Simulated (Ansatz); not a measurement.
`BNC(C)F` + HCl → `BCl` + `CC(N)F` at 600 K and 1 bar (ligand exchange at a B–N bond).

Program: Ansatz. Geometries: PBE0-D4/def2-TZVP. ΔE: electronic, gas phase. CCSD(T)/CBS is the MP2 limit (def2-TZVPP, def2-QZVPP) plus CCSD(T) − MP2 in def2-TZVPP, frozen cores. This one scheme is used for every species. Each species was taken in one conformer, which may not be the lowest.

| species | CCSD(T)/CBS energy (Eh) | H − E (kJ/mol) | S (J/(mol·K)) |
| --- | --- | --- | --- |
| `BNC(C)F` | -259.64176 | 314.2 | 404.9 |
| HCl | -460.38127 | 35.4 | 207.2 |
| `BCl` | -485.78909 | 80.5 | 267.8 |
| `CC(N)F` | -234.21706 | 271.6 | 359.0 |

H − E and S are ideal-gas, rigid-rotor, harmonic terms from PBE0-D4/def2-TZVP, for one conformer and one mirror image of each species. 1 Eh = 2625.50 kJ/mol, R = 8.31446 J/(mol·K).

Task: By hand: ΔE, ΔH, ΔS and ΔG.

Result: ΔE = (-485.78909) + (-234.21706) − (-259.64176) − (-460.38127) = 0.01688 Eh = 44.3 kJ/mol. Δ(H − E) = 80.5 + 271.6 − 314.2 − 35.4 = 2.5, so ΔH = 46.8 kJ/mol. ΔS = 267.8 + 359.0 − 404.9 − 207.2 = 14.7 J/(mol·K). ΔG = 46.8 − 600 × (14.7)/1000 = 38.0 kJ/mol.

Task: By hand: the equilibrium constant, and the temperature at which ΔG would vanish if ΔH and ΔS stayed fixed.

Result: log₁₀ K = −ΔG/(RT ln 10) = -3.3. ΔG = 0 at ΔH/ΔS = 3184 K, far beyond where these terms or the molecules hold.

The number of gas molecules stays the same, so ΔS is small and ΔH decides. A doubt of 5 kJ/mol in ΔE shifts log₁₀ K by 0.4 here. Other conformers and mirror images would add mixing entropy, several J/(mol·K) or more a flexible species. These are equilibria of isolated gas molecules and say nothing of rates. Largest T1 diagnostic: 0.012 (customary marks: 0.02 for closed shells, 0.045 for open ones).
